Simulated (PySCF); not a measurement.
# Electronic structure of Pd²⁺ (palladium, charge +2) at the UHF level

Configuration: [Kr] 4d8, high-spin 3F determinant. Computed with PySCF 2.14 in def2-SVP with the def2 core potential (28 electrons), with a scalar-relativistic core potential.

| Item | Value |
| --- | --- |
| Total energy | -126.126907 hartree |
| One-electron energy | -212.0272 hartree |
| Hartree (Coulomb) energy | 97.3739 hartree |
| Exchange energy | -11.4737 hartree |
| ⟨S²⟩ | 2.0028 |
| ⟨L²⟩ | 12.035 |
| Sum of ⟨r⟩ | 19.24 bohr |
| Sum of ⟨r²⟩ | 27.07 bohr² |
| Time after the integrals | 0.07 s of wall time on 1 thread of Neoverse-V2 (shared host) |

| shell | electrons | mean orbital energy (hartree) | spread (hartree) | rms radius, mean of both spins (bohr) |
| --- | --- | --- | --- | --- |
| 4s α | 1 | -4.93613 | 0 | 1.01 |
| 4s β | 1 | -4.78702 | 0 | 1.01 |
| 4p α | 3 | -3.47678 | 0 | 1.12 |
| 4p β | 3 | -3.29179 | 0 | 1.12 |
| 4d α | 5 | -1.30022 | 0.04337 | 1.48 |
| 4d β | 3 | -1.23221 | 0 | 1.48 |

Energies and moments cover only the electrons outside the core potential.
